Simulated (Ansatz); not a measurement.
A run for Ansatz (a program for electronic structure): U-CCSD(T)/def2-TZVPP on TeSe, 2S+1 = 3, a spin state set in the input, which need not be the lowest, a point of a bond scan (R = 2.360 Å). Elements past Kr take the def2 small-core potentials; no spin–orbit coupling.

Ansatz 0.2 input:
```yaml
crystal:
  periodic: [false, false, false]
  atoms:
    - {symbol: Se, position_ang: [0.00000000, 0.00000000, 0.00000000]}
    - {symbol: Te, position_ang: [0.00000000, 0.00000000, 2.36009600]}
basis:
  gaussian:
    orbitals: def2-TZVPP
    pivot_positions_ang: [[0.00000000, 0.00000000, 0.00000000], [0.00000000, 0.00000000, 2.36009600]]
magnetization: {spin_polarized: true, initial_magnetization: 2}
correlation: {method: ccsd_t, electrons: valence}
output: {orbitals: {seedname: ./end}}
```

Q: What total energy does the run end on?

A: -2667.5760 hartree (reference determinant -2666.8752, T1 diagnostic 0.013).

Q: How many basis functions does it have, and what does it roughly cost on one machine?

A: 98 functions; around 3 core-minutes (rough).
